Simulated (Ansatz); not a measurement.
**Relative stability**

The two ends of one reaction step of SiH2Cl2O2, singlet (PBE0-D4/def2-TZVP).

A:

| atom | x (Å) | y (Å) | z (Å) |
| --- | --- | --- | --- |
| Si1 | 0.0961 | 0.1697 | 0.2077 |
| O2 | -0.7600 | 0.1907 | -1.1697 |
| O3 | 1.3763 | -0.7962 | 0.0169 |
| H4 | 1.2220 | -1.6793 | -0.3246 |
| Cl5 | 0.8170 | 1.9993 | 0.6940 |
| Cl6 | -1.1130 | -0.4582 | 1.7308 |
| H7 | -1.6385 | 0.5742 | -1.1552 |

B:

```
7
angstrom
Si 0.4347 0.0645 0.6568
O -0.3317 0.0153 -1.0903
O 1.4394 -1.0628 0.4970
H 0.1271 -0.7776 -1.4221
Cl 0.9351 2.0275 0.7746
Cl -1.3167 -0.1388 1.7034
H -1.2880 -0.1280 -1.1195
```

Program: Ansatz 0.2.0. Basis: def2-TZVPP. Cores are frozen in the correlated methods. B3LYP uses VWN-RPA correlation.

(1) Which structure is lower at CCSD(T), and by how much? (To be estimated.)

The T1 diagnostic stays at or below 0.013.

## Answers

(1) Computed: A, by 50.37 kcal/mol (electronic energy, against the other). By their contacts, A is SiH₂Cl₂O₂ ([OH][Si]([OH])([Cl])[Cl]) and B is SiH₂Cl₂O₂ ([O][Si]([OH2])([Cl])[Cl]).

All methods give the same order:

```csv
method,E(B) − E(A) (kcal/mol)
SPW92,46.05
PBE-D4,45.06
BLYP-D4,45.19
r2SCAN-D4,49.07
B97M-V,49.78
PBE0-D4,49.62
B3LYP-D4,49.04
r2SCAN0-D4,51.98
BHLYP-D4,53.75
CAM-B3LYP-D4,50.82
wB97X-V,50.75
wB97M-V,49.75
B2PLYP,49.24
PBE-QIDH,51.46
RPA on PBE,49.14
HF,58.81
MP2,49.42
CCSD,52.11
CCSD(T),50.37
```

Labels in which every atom is bracketed show which atoms are joined, not bond orders.

For scale, one of the runs: CCSD(T)/def2-TZVPP, 216 basis functions, launched by `ansatz run in.yaml --threads 4 --pin off --events-out ev --progress --plain --max-ram 9574MiB`. Time: 86 s of wall clock on 4 CPU threads of an Arm Neoverse V1; the host was shared. Peak host memory: 3 GiB.
